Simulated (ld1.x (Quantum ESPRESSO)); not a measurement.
**An all-electron radial function and its pseudo partner (praseodymium (Pr))**

Columns: radius, all-electron u(r) and pseudo u(r) of the 5s shell (level -39.05 eV) of praseodymium in the configuration [Kr] 4d10 4f3 5s2 5p6 5d0 6s2 6p0; PBEsol, scalar-relativistic, RRKJ scheme, ld1.x (Quantum ESPRESSO) 7.5.

| r (bohr) | all-electron | pseudo |
| --- | --- | --- |
| 0.140 | 0.1539 | 0.0599 |
| 0.280 | 0.1345 | 0.1256 |
| 0.420 | -0.4331 | 0.2032 |
| 0.560 | -0.4638 | 0.2988 |
| 0.700 | -0.1127 | 0.4168 |
| 0.840 | 0.3094 | 0.5557 |
| 0.980 | 0.6450 | 0.7037 |
| 1.120 | 0.8542 | 0.8364 |
| 1.260 | 0.9503 | 0.9247 |
| 1.400 | 0.9620 | 0.9501 |
| 1.540 | 0.9178 | 0.9153 |
| 1.680 | 0.8411 | 0.8410 |
| 1.820 | 0.7489 | 0.7489 |
| 1.960 | 0.6526 | 0.6526 |
| 2.100 | 0.5595 | 0.5595 |
| 2.240 | 0.4736 | 0.4736 |
| 2.380 | 0.3968 | 0.3968 |
| 2.520 | 0.3298 | 0.3298 |
| 2.660 | 0.2723 | 0.2723 |
| 2.800 | 0.2236 | 0.2236 |
| 2.940 | 0.1829 | 0.1829 |
| 3.080 | 0.1490 | 0.1490 |
| 3.220 | 0.1211 | 0.1211 |
| 3.360 | 0.0982 | 0.0982 |
| 3.500 | 0.0794 | 0.0794 |
| 3.640 | 0.0642 | 0.0642 |

(1) How many radial nodes do the two functions have?

(2) At about which radius was the pseudo-wave matched?

(3) Where does each function peak?

(4) Is the pseudo-wave norm-conserving?

## Answers

(1) The all-electron 5s function has n − l − 1 = 4 (the table is too coarse to show those close to the nucleus); the pseudo-wave has 0, since the states of the same l below it are removed with the core.

(2) 1.80 bohr, where the columns begin to agree (steps of 0.14 bohr).

(3) Outermost all-electron maximum near 1.40 bohr, pseudo maximum near 1.40 bohr (to the table’s step).

(4) Yes: the RRKJ scheme keeps the norm inside the radius equal to the all-electron one, which fixes the energy derivative of the logarithmic derivative at the level.
